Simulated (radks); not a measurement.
Values are calculated unless marked as measured or tabulated.
Initial-state core-level shifts of neutral nickel when its valence configuration changes from [Ar] 3d8 4s2. Code: a radial shooting solver on a logarithmic mesh with Libxc functionals. Model: Dirac Kohn-Sham, PBEsol, spin-unpolarised, spherical densities, finite nucleus; open shells fill j = l - 1/2 first; Fermi nuclear charge, rms radius 3.7757 fm. Shifts are changes of the shell-averaged eigenvalues in eV (positive: less bound); the change of the density at the nucleus, which sets a Mossbauer isomer shift, is in e/bohr^3, on a base of 1.957e+04.

valence              2s      2p      3s      3p  density at nucleus
3d10             +9.033  +8.932  +8.382  +8.171             -16.629
3d8.5 4s1.5      +3.007  +2.976  +2.710  +2.638              -5.409
3d8 4s1 4p1      -1.825  -1.832  -1.929  -1.934              -6.911
3d7 4s2 4p1      -9.152  -9.078  -8.217  -8.033              +6.245
3d9 4p1          +3.744  +3.673  +3.099  +2.951             -16.269
3d7.5 4s2 4p0.5  -4.414  -4.380  -4.029  -3.944              +2.967
3d8 4p2          -3.378  -3.390  -3.586  -3.595             -14.962
3d9 4s1          +5.527  +5.468  +5.040  +4.909              -9.877
3d8 4s1.5 4p0.5  -0.960  -0.963  -1.012  -1.015              -3.290
